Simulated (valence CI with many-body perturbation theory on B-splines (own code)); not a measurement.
Level structure of Ne⁵⁺

Computed by relativistic CI+MBPT: three valence electrons over a frozen Dirac-Fock core [He], radial functions for each j: 11 s, 11 p, 10 d, 8 f, 5 g, 2 h, with the one-electron correlation potential Σ1 (screened to all orders), the two-electron term Σ2, the three-electron term Σ3, Breit, model QED; selected single and double excitations, second order for the rest, scaled by the run's own slope (own B-spline code, finite nucleus).

Set against measurement, 34 paired levels are off by 190 cm⁻¹ on average, the worst by 461. These come from a selection out of NIST levels in Podobedova, Fuhr, Reader and Wiese, J. Phys. Chem. Ref. Data 33, 525 (2004). Levels without a partner in it may be off by more. 3 measured levels below the end of the list, from 983000 cm⁻¹ on, found no clear computed partner, and computed levels of the same name lie up to 9625 cm⁻¹ from them.

Levels 136 to 180 of 203, with energies above the lowest level, 2s2 2p 2P°_1/2. "Leading %" is the weight of the configuration and term that name the level; weights of strongly mixed levels are sums over their largest components and can fall short. Lifetimes count E1, E2, E3, M1 and M2 decay at the calculated energies, and are blank where another channel may lead or the interval is too uncertain; long ones can be off by a factor of two.

| No. | Configuration | Term | J | E (eV) | Leading % | g | Second component | Lifetime |
| --- | --- | --- | --- | --- | --- | --- | --- | --- |
| 136 | 2s 2p 4p | 2D | 3/2 | 138.59 | 57 | 0.828 | 27 % 2p2 3d 2D | 17.5 ps |
| 137 | 2s 2p 4p | 2D | 5/2 | 138.64 | 57 | 1.201 | 31 % 2p2 3d 2D | 16.1 ps |
| 138 | 2s 2p 4p | 4P | 1/2 | 138.88 | 67 | 2.663 | 31 % 2p2 3d 4P | 14.7 ps |
| 139 | 2s 2p 4p | 4P | 3/2 | 138.90 | 69 | 1.735 | 28 % 2p2 3d 4P | 16.2 ps |
| 140 | 2s 2p 4p | 4P | 5/2 | 138.92 | 73 | 1.599 | 25 % 2p2 3d 4P | 18.1 ps |
| 141 | 2p2 3p | 2P° | 1/2 | 139.00 | 78 | 0.665 | 14 % 2s 2p 4s 2P° | 34.7 ps |
| 142 | 2p2 3p | 2P° | 3/2 | 139.07 | 78 | 1.333 | 14 % 2s 2p 4s 2P° | 34.5 ps |
| 143 | 2s 2p 4p | 2S | 1/2 | 139.16 | 52 | 2.002 | 35 % 2p2 3s 2S | 22.4 ps |
| 144 | 2s 2p 4d | 4F° | 3/2 | 139.68 | 98 | 0.403 |  | 100 ps |
| 145 | 2p2 3d | 2D | 3/2 | 139.71 | 38 | 0.800 | 35 % 2s 2p 4p 2D | 14.6 ps |
| 146 | 2s 2p 4d | 4F° | 5/2 | 139.71 | 98 | 1.032 |  | 96.3 ps |
| 147 | 2s 2p 4p | 2D | 5/2 | 139.73 | 39 | 1.199 | 36 % 2p2 3d 2D | 15.3 ps |
| 148 | 2s 2p 4d | 4F° | 7/2 | 139.76 | 98 | 1.241 |  | 94.8 ps |
| 149 | 2s 2p 4d | 4F° | 9/2 | 139.83 | 99 | 1.334 |  | 104 ps |
| 150 | 2p2 3d | 2G | 7/2 | 140.09 | 91 | 0.890 | 5 % 2s 2p 4f 2G | 675 ps |
| 151 | 2p2 3d | 2G | 9/2 | 140.11 | 92 | 1.111 | 4 % 2s 2p 4f 2G | 1.23 ns |
| 152 | 2s 2p 4d | 4D° | 1/2 | 140.17 | 98 | 0.032 |  | 11.4 ps |
| 153 | 2s 2p 4d | 4D° | 3/2 | 140.17 | 93 | 1.221 | 5 % 2s 2p 4d 4P° | 11.7 ps |
| 154 | 2s 2p 4d | 4D° | 5/2 | 140.18 | 84 | 1.391 | 11 % 2s 2p 4d 4P° | 12.2 ps |
| 155 | 2s 2p 4d | 4D° | 7/2 | 140.23 | 98 | 1.427 |  | 11.5 ps |
| 156 | 2s 2p 4d | 2D° | 3/2 | 140.31 | 96 | 0.810 |  | 25.6 ps |
| 157 | 2s 2p 4d | 2D° | 5/2 | 140.33 | 75 | 1.272 | 15 % 2s 2p 4d 4P° | 22.4 ps |
| 158 | 2s 2p 4p | 2S | 1/2 | 140.38 | 43 | 2.002 | 42 % 2p2 3s 2S | 23.3 ps |
| 159 | 2s 2p 4d | 4P° | 5/2 | 140.40 | 73 | 1.505 | 20 % 2s 2p 4d 2D° | 19.5 ps |
| 160 | 2p2 3d | 2F | 7/2 | 140.41 | 57 | 1.142 | 40 % 2s 2p 4f 2F | 9.10 ps |
| 161 | 2p2 3d | 2F | 5/2 | 140.42 | 56 | 0.859 | 42 % 2s 2p 4f 2F | 9.27 ps |
| 162 | 2s 2p 4d | 4P° | 3/2 | 140.43 | 93 | 1.701 | 5 % 2s 2p 4d 4D° | 18.6 ps |
| 163 | 2s 2p 4d | 4P° | 1/2 | 140.45 | 97 | 2.637 |  | 19.0 ps |
| 164 | 2s 2p 4f | 4G | 5/2 | 141.06 | 95 | 0.587 |  | 48.7 ps |
| 165 | 2s 2p 4f | 4G | 7/2 | 141.08 | 88 | 0.999 | 7 % 2s 2p 4f 4F | 49.5 ps |
| 166 | 2s 2p 4d | 2F° | 5/2 | 141.09 | 97 | 0.858 |  | 13.8 ps |
| 167 | 2s 2p 4f | 4G | 9/2 | 141.12 | 85 | 1.185 | 9 % 2s 2p 4f 4F | 49.5 ps |
| 168 | 2s 2p 4d | 2F° | 7/2 | 141.18 | 98 | 1.143 |  | 13.6 ps |
| 169 | 2s 2p 4f | 4G | 11/2 | 141.20 | 99 | 1.273 |  | 49.5 ps |
| 170 | 2s 2p 4f | 4F | 3/2 | 141.23 | 92 | 0.411 | 6 % 2p2 3d 4F | 44.6 ps |
| 171 | 2s 2p 4f | 2G | 7/2 | 141.24 | 88 | 0.895 | 5 % 2s 2p 4f 4G | 57.5 ps |
| 172 | 2s 2p 4f | 4F | 5/2 | 141.24 | 87 | 1.023 | 6 % 2p2 3d 4F | 45.0 ps |
| 173 | 2s 2p 4f | 4F | 7/2 | 141.26 | 82 | 1.226 | 6 % 2s 2p 4f 4G | 45.7 ps |
| 174 | 2s 2p 4f | 4F | 9/2 | 141.29 | 64 | 1.273 | 16 % 2s 2p 4f 2G | 48.0 ps |
| 175 | 2s 2p 4f | 2G | 9/2 | 141.33 | 75 | 1.158 | 20 % 2s 2p 4f 4F | 56.4 ps |
| 176 | 2s 2p 4d | 2P° | 3/2 | 141.33 | 97 | 1.332 |  | 18.1 ps |
| 177 | 2s 2p 4d | 2P° | 1/2 | 141.39 | 97 | 0.666 |  | 18.0 ps |
| 178 | 2s 2p 4f | 4D | 7/2 | 141.53 | 88 | 1.420 | 5 % 2p2 3d 4D | 46.8 ps |
| 179 | 2p2 3d | 2D | 5/2 | 141.55 | 80 | 1.214 | 8 % 2s 2p 4f 2D | 7.55 ps |
| 180 | 2p2 3d | 2D | 3/2 | 141.55 | 89 | 0.808 | 5 % 2s 2p 4f 2D | 6.94 ps |

Names give the largest LS component (configuration and term), which can be under half, so a name can repeat, a term be missing and a line seem to break the LS rules; names also repeat where a configuration has a term twice.

Where two levels of one J and parity lie close, their mixing, g and order are uncertain.
